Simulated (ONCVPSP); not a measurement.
**PBE ONCV dataset for thallium, scalar-relativistic all-electron reference.**

```
Element                 : Tl
Generator               : ONCVPSP 4.0.1
Type                    : optimised norm-conserving Vanderbilt (ONCV)
Functional              : PBE
Relativity              : scalar-relativistic
Frozen core             : [Kr] 4d10 4f14
Valence charge          : 21
Reference configuration : 5s2 5p6 5d10 6s2 6p1
Partial waves           : 5s+6s: rc 1.25 bohr, ncon 4, nbas 8, qcut 7.6 1/bohr, 2 projectors; 5p+6p: rc 1.45 bohr, ncon 5, nbas 10, qcut 8.5 1/bohr, 2 projectors; 5d: rc 2.00 bohr, ncon 5, nbas 10, qcut 8.9 1/bohr, 2 projectors, debl 2 Ha
Local potential         : polynomial inside 1.00 bohr (lpopt 5, dvloc0 6 Ha)
Core correction         : Teter function, fcfact 2.5, rcfact 1.65
```

Does the generator finish with these settings?

Yes, a potential is produced and its reference levels are reproduced.

Estimate the cutoffs (Ha) at which the residual kinetic energy of the hardest occupied pseudo-wave falls to 1 and 0.1 mHa per electron.

31 Ha and 107 Ha.

Does the potential have ghost states?

No bound ghost flagged; GHOST(+) flagged for s at 248.4 eV.

Its largest configuration-test error is -13 meV (5s2 5p6 5d10 6s1 6p0). 1 of 4 tests not solved or not reliable.
